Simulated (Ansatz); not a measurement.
Relaxation of Cl$_{3}$F$_{2}$HHf (7 atoms, charge 0, multiplicity 1), to a largest force component of 0.03 eV/Å in at most 50 steps.

Theory: Ansatz 0.2.0, RHF/def2-SVP.

```xyz
7
Properties=species:S:1:pos:R:3
Hf -0.065 0.126 -0.087
Cl -0.074 0.203 2.394
Cl 2.072 0.375 -1.047
F -1.011 1.669 -0.619
Cl -1.285 -1.670 -0.999
F 1.432 -2.275 1.346
H 1.246 -1.996 2.194
```

**Question.** Where does it end, and by what steps?

**Answer.** The forces met the threshold. After 7 steps the energy has fallen by 0.269 eV; F6 moved furthest, 0.50 Å. Joined: Hf1–F6 (3.17 → 2.45 Å).

```tsv
step	energy less start (eV)	largest force component (eV/Å)	accepted
0	0.0000	1.233	yes
1	-0.0618	1.880	yes
2	-0.2070	1.623	yes
3	-0.2358	1.056	yes
4	-0.2527	0.686	yes
5	-0.2544	0.579	yes
6	-0.2678	0.066	yes
7	-0.2691	0.023	yes
```

```xyz
7
Properties=species:S:1:pos:R:3
Hf 0.034 -0.032 0.061
Cl -0.156 0.335 2.427
Cl 2.165 0.334 -0.918
F -0.900 1.488 -0.562
Cl -1.288 -1.769 -0.872
F 1.204 -1.931 1.068
H 1.256 -1.991 1.978
```

Whether the end is a true minimum wasn't checked by a vibrational analysis.

Run time: 24 s on 2 threads of Intel(R) Xeon(R) Platinum 8488C (Sapphire Rapids), on a shared host, peak memory 0.3 GiB.
